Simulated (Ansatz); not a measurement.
```xyz
10

F     2.474    0.498   -0.428
Sb    0.889   -0.010   -1.423
Si    0.153   -1.797    0.295
Si   -0.641    1.697   -0.226
H     1.002   -3.010    0.165
H     0.235   -1.273    1.682
H    -1.256   -2.158   -0.023
H    -0.371    3.066   -0.735
H    -0.440    1.659    1.245
H    -2.046    1.328   -0.551
```

Charge 0, multiplicity 1. Sb: def2 effective core potential.

List the ωB97M-V/def2-TZVPP orbital energies in eV (Ansatz 0.2.0). (Best estimate.)

Ansatz gave: Occupied: -1807.31, -1807.31, -676.28, -160.36, -148.40, -148.40, -111.91, -111.75, -111.67, -102.52, -102.52, -102.50, -102.50, -102.49, -102.49, -39.46, -39.21, -39.16, -39.03, -39.00, -34.03, -19.59, -17.83, -16.95, -13.77, -13.76, -13.59, -12.68, -12.50, -12.31, -12.23, -9.79, -9.16. Lowest empty: -0.07, 0.87, 1.25, 1.77, 2.67, 2.71, 3.09, 3.22.
